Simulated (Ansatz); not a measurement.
Start from `OCCCCl` and change one atom or group to get `OC[CH2][GeH3]`.

Ansatz, PBE0-D4/def2-TZVP geometries, multiplicity 1. Each molecule was computed in one conformer, which needn't be the lowest.

Scalar relativity is left out up to krypton.

```csv
property,`OCCCCl`
HOMO–LUMO gap (ωB97M-V/def2-TZVPP) / eV,12.83
LUMO energy (B3LYP/def2-TZVPP) / eV,0.54
size of the dipole moment (ωB97M-V/def2-TZVPP) / D,1.46
HOMO–LUMO gap (PBE/def2-TZVPP) / eV,6.05
HOMO energy (PBE0/def2-TZVPP) / eV,-7.94
LUMO energy (PBE/def2-TZVPP) / eV,-0.21
```

Question: Give the same properties after the change, and the shifts. (Estimate.)

Answer: Computed: 
| property | `OC[CH2][GeH3]` | shift |
| --- | --- | --- |
| HOMO–LUMO gap (ωB97M-V/def2-TZVPP) / eV | 12.65 | -0.18 |
| LUMO energy (B3LYP/def2-TZVPP) / eV | 0.46 | -0.08 |
| size of the dipole moment (ωB97M-V/def2-TZVPP) / D | 1.26 | -0.20 |
| HOMO–LUMO gap (PBE/def2-TZVPP) / eV | 6.21 | 0.16 |
| HOMO energy (PBE0/def2-TZVPP) / eV | -7.92 | 0.02 |
| LUMO energy (PBE/def2-TZVPP) / eV | -0.03 | 0.18 |

Dipoles are sizes alone; their direction can turn.

B3LYP here is the variant with VWN-RPA as its local correlation; programs differ in this.
